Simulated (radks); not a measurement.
Excited configurations of Eu2+: one electron is placed in a higher orbital outside [Xe] 4f6. The ground configuration is [Xe] 4f7. Method: scalar-relativistic Kohn-Sham, PBEsol, spin-polarised, spherical densities, finite nucleus; open shells are filled with parallel spins first (spin-orbit coupling, left out, can overturn this in heavy ions); Fermi nuclear charge, rms radius 5.1115 fm; computed with a radial shooting solver on a logarithmic mesh with Libxc functionals. Excitation = E - E(ground); binding = E(ion) - E, where the ion is the core of charge +3; n* = 3/sqrt(2 binding) in atomic units, and the quantum defect is n - n*.

| outer orbital | excitation (eV) | binding (eV) | quantum defect | eigenvalue (eV) | <r> (bohr) |
|---|---|---|---|---|---|
| 5d | 5.791 | 20.240 | 2.540 | -15.720 | 2.340 |
| 6s | 6.632 | 19.399 | 3.488 | -16.524 | 3.323 |
| 6p | 11.128 | 14.903 | 3.134 | -12.646 | 4.006 |
| 6d | 16.323 | 9.708 | 2.448 | -8.169 | 5.630 |
| 6f | 20.661 | 5.370 | 1.225 | -4.455 | 9.697 |
| 7s | 15.968 | 10.064 | 3.512 | -8.693 | 6.336 |
| 7p | 17.688 | 8.343 | 3.169 | -7.157 | 7.345 |
| 7d | 20.033 | 5.998 | 2.482 | -5.121 | 9.657 |
| 7f | 22.229 | 3.802 | 1.325 | -3.239 | 14.70 |

The Delta-SCF ionisation energy is 26.031 eV (NIST Atomic Spectra Database: 24.84 eV, semi-empirical). Self-interaction in the functional shifts the binding energies and quantum defects, so they are the method's values and not measured ones. Open shells are spherical and high-spin; term and fine-structure splittings are not resolved. Spin-orbit splitting is averaged out at the scalar-relativistic level.
